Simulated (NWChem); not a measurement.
SiH₂ICl; SMILES Cl[SiH2]I

```xyz
5

Si    -0.8944     1.0709     0.0000
Cl     0.5446     2.5445     0.0000
I      0.1262    -1.1445     0.0000
H     -1.7119     1.2040     1.2322
H     -1.7119     1.2040    -1.2322
```
Atoms are numbered in this order, from 1.

Program: NWChem. Medium grid unless said otherwise, to which SCAN and Minnesota functionals are sensitive. All runs use the structure optimised with PBE0/def2-SVP. def2 effective core potentials on I; no spin-orbit coupling.

For level M06/def2-SVP:

```
Item                         Value
---------------------------  -----
highest occupied level (eV)  -7.76
orbital gap (eV)              6.99
```

How do the values read with level B3LYP/def2-SVP instead?


| Item | Result |
|---|---|
| highest occupied level (eV) | -7.57 |
| orbital gap (eV) | 6.61 |
